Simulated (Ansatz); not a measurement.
Basis-set extrapolation for ClFH4O2Si2, SMILES `O[Si](O)(F)[SiH2]Cl` (PBE0-D4/def2-TZVP geometry, frozen core, Ansatz 0.2.0). Multiplicity 1, RHF reference.

```json
{"": "HF", "def2-TZVPP": "-1289.251521", "def2-QZVPP": "-1289.295121"}
{"": "MP2 correlation", "def2-TZVPP": "-1.148421", "def2-QZVPP": "-1.252196"}
{"": "CCSD(T) correlation", "def2-TZVPP": "-1.231447", "def2-QZVPP": "not run"}
```

Energies in hartree. Use E(X) = E(∞) + A·exp(−7.88·√X) for Hartree–Fock and E(X) = E(∞) + B·X^(−2.97) for correlation, with X = 3 and 4, and add CCSD(T) minus MP2 of the smaller set to the MP2 limit.

What is the CCSD(T) energy at the basis-set limit?

HF limit: -1289.295121 + (-0.043600) × 0.13774 = -1289.30113. MP2 limit: -1.252196 + (-0.103775) × 0.74074 = -1.32907. Higher-order term: -1.231447 − (-1.148421) = -0.08303. Total: -1290.71323 hartree, 604.6 kJ/mol below CCSD(T)/def2-TZVPP.
